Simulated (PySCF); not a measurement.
## Trend along the second period: MK molecules

CCSD(T) with double-zeta basis sets in PySCF, for the lowest determinant that a PBE0 search found; no spin–orbit coupling. De refers to high-spin ground-configuration atoms.

```json
{"M": "Li", "basis": "x2c-SVPall", "reference, frozen orbitals": "RHF, 5", "state (unpaired electrons)": "singlet (closed shell)", "Re (Å)": "3.447", "ωe (cm⁻¹)": "198", "De (eV)": "0.67"}
{"M": "B", "basis": "x2c-SVPall", "reference, frozen orbitals": "UHF, 6", "state (unpaired electrons)": "triplet (σ ↑, π ↑)", "Re (Å)": "2.913", "ωe (cm⁻¹)": "256", "De (eV)": "0.52"}
{"M": "C", "basis": "def2-SVP", "reference, frozen orbitals": "UHF, 6", "state (unpaired electrons)": "quartet (σ ↑, π ↑↑)", "Re (Å)": "2.582", "ωe (cm⁻¹)": "368", "De (eV)": "1.70"}
{"M": "N", "basis": "def2-SVP", "reference, frozen orbitals": "ROHF, 6", "state (unpaired electrons)": "triplet (π ↑↑)", "Re (Å)": "2.842", "ωe (cm⁻¹)": "148", "De (eV)": "0.11"}
{"M": "F", "basis": "x2c-SVPall", "reference, frozen orbitals": "RHF, 6", "state (unpaired electrons)": "singlet (closed shell)", "Re (Å)": "2.167", "ωe (cm⁻¹)": "485", "De (eV)": "4.14"}
```

The shortest bond is that of KF (2.167 Å), the longest that of KLi (3.447 Å). KF is bound most strongly (4.14 eV) and KN least (0.11 eV).

The rows differ in basis set, which adds steps of its own.

The state changes along the series, so neighbouring rows are not always alike in their bonding.

Correlated steps freeze the inner cores (5 to 6 orbitals); shallow outer-core shells are correlated. UHF and ROHF references stand side by side, which adds small steps between rows. Weak bonds: KN. Basis-set superposition, not corrected here, can be much of De in a small basis, most of all at correlated wavefunction levels. Where the molecule has an RHF reference, its open-shell atoms are computed with UHF. The CCSD T1 diagnostic is raised in KN, a sign that a single reference may not be enough there. States were picked by a PBE0 search and need not be the measured ground states.
